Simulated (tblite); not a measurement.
C6H9ClGeO2.
Bonds: C1–O2, O2–C3, C3–O4 (double), C3–C5, C5–C6 (triple), C6–Ge7, Ge7–C8, C8–C9, C9–Cl10. Hydrogens: H11, H12, H13 on C1; H14, H15 on Ge7; H16, H17 on C8; H18, H19 on C9.

Computed with GFN2-xTB (tblite), gas phase: L-BFGS steps from a force-field or distance-geometry start until the largest atomic force falls under 0.01 eV/Å.

At the end of the run (lengths in Å): Ge7–H15 1.498, Ge7–C8 1.988, Ge7–H14 1.495, O2–C3 1.339, C8–H16 1.091, C3=O4 1.205, C1–O2 1.419, C1–O2–C3 116.9°, C6–Ge7–C8 106.5°, O4–C3–C5 124.1°, O2–C3–C5 110.8°, C1–O2–C3–O4 0°, C6–Ge7–C8–C9 157°, Ge7–C8–C9–Cl10 42°, H16–C8–Ge7–C6 -82°, H14–Ge7–C8–C9 -86°.

Task: These geometries were met on the way; a selection of coordinates is given. Order them by energy above the end point, lowest first.
A. Ge7–H15 1.493, Ge7–C8 1.990, Ge7–H14 1.496, O2–C3 1.340, C8–H16 1.092, C3=O4 1.205, C1–O2 1.419, C1–O2–C3 116.8°, C6–Ge7–C8 108.4°, O4–C3–C5 123.9°, O2–C3–C5 110.7°, C1–O2–C3–O4 2°, C6–Ge7–C8–C9 131°, Ge7–C8–C9–Cl10 56°, H16–C8–Ge7–C6 -109°, H14–Ge7–C8–C9 -111°
B. Ge7–H15 1.482, Ge7–C8 1.988, Ge7–H14 1.492, O2–C3 1.346, C8–H16 1.100, C3=O4 1.203, C1–O2 1.414, C1–O2–C3 120.1°, C6–Ge7–C8 108.9°, O4–C3–C5 124.7°, O2–C3–C5 109.3°, C1–O2–C3–O4 3°, C6–Ge7–C8–C9 128°, Ge7–C8–C9–Cl10 62°, H16–C8–Ge7–C6 -114°, H14–Ge7–C8–C9 -111°
C. Ge7–H15 1.514, Ge7–C8 1.985, Ge7–H14 1.508, O2–C3 1.341, C8–H16 1.068, C3=O4 1.207, C1–O2 1.452, C1–O2–C3 122.7°, C6–Ge7–C8 107.6°, O4–C3–C5 120.6°, O2–C3–C5 112.6°, C1–O2–C3–O4 0°, C6–Ge7–C8–C9 128°, Ge7–C8–C9–Cl10 62°, H16–C8–Ge7–C6 -117°, H14–Ge7–C8–C9 -110°
D. Ge7–H15 1.573, Ge7–C8 1.919, Ge7–H14 1.545, O2–C3 1.377, C8–H16 1.126, C3=O4 1.238, C1–O2 1.428, C1–O2–C3 124.0°, C6–Ge7–C8 108.6°, O4–C3–C5 119.2°, O2–C3–C5 115.2°, C1–O2–C3–O4 -2°, C6–Ge7–C8–C9 130°, Ge7–C8–C9–Cl10 60°, H16–C8–Ge7–C6 -119°, H14–Ge7–C8–C9 -105°
E. Ge7–H15 1.503, Ge7–C8 1.990, Ge7–H14 1.497, O2–C3 1.336, C8–H16 1.090, C3=O4 1.203, C1–O2 1.421, C1–O2–C3 119.0°, C6–Ge7–C8 111.7°, O4–C3–C5 124.8°, O2–C3–C5 110.1°, C1–O2–C3–O4 2°, C6–Ge7–C8–C9 128°, Ge7–C8–C9–Cl10 62°, H16–C8–Ge7–C6 -113°, H14–Ge7–C8–C9 -111°

Result: A (0.060 eV), E (0.100 eV), B (0.165 eV), C (0.278 eV), D (0.567 eV).

```tsv
step	E above end (eV)	rms distance from the end, all atoms (Å)	largest force (eV/Å)	rms shift of all bonds from the end (Å)
22	0.060	0.344	0.093	0.001
10	0.100	0.374	0.218	0.003
5	0.165	0.384	0.986	0.010
2	0.278	0.391	0.789	0.014
0	0.567	0.395	2.435	0.033
```

Rows stand in the order of the answer.
